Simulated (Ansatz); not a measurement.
Start from `CC[C](=O)[ZnH]` and change one atom or group to get `CCC(=O)CC`.

Ansatz, PBE0-D4/def2-TZVP geometries, multiplicity 1. Each molecule was computed in one conformer, which needn't be the lowest.

Scalar relativity is left out up to krypton.

```tsv
property	`CC[C](=O)[ZnH]`
HOMO energy (B3LYP/def2-TZVPP) / eV	-5.96
size of the dipole moment (PBE/def2-TZVPP) / D	2.39
HOMO–LUMO gap (B3LYP/def2-TZVPP) / eV	4.28
HOMO energy (ωB97M-V/def2-TZVPP) / eV	-8.34
HOMO–LUMO gap (ωB97M-V/def2-TZVPP) / eV	8.66
HOMO–LUMO gap (PBE0/def2-TZVPP) / eV	4.72
```

(1) Give the same properties after the change, and the shifts. (Estimate.)

Results:

(1) Computed: 
| property | `CCC(=O)CC` | shift |
| --- | --- | --- |
| HOMO energy (B3LYP/def2-TZVPP) / eV | -6.90 | -0.94 |
| size of the dipole moment (PBE/def2-TZVPP) / D | 2.61 | 0.22 |
| HOMO–LUMO gap (B3LYP/def2-TZVPP) / eV | 6.39 | 2.11 |
| HOMO energy (ωB97M-V/def2-TZVPP) / eV | -9.55 | -1.21 |
| HOMO–LUMO gap (ωB97M-V/def2-TZVPP) / eV | 11.56 | 2.90 |
| HOMO–LUMO gap (PBE0/def2-TZVPP) / eV | 6.90 | 2.18 |

With PBE0 the HOMO falls by 1.00 eV and the LUMO rises by 1.18 eV, so the gap widens by about 2.18 eV. PBE moves the HOMO by -0.63 eV and ωB97M-V by -1.21 eV. Dipoles are sizes alone; their direction can turn.

B3LYP here is the variant with VWN-RPA as its local correlation; programs differ in this.
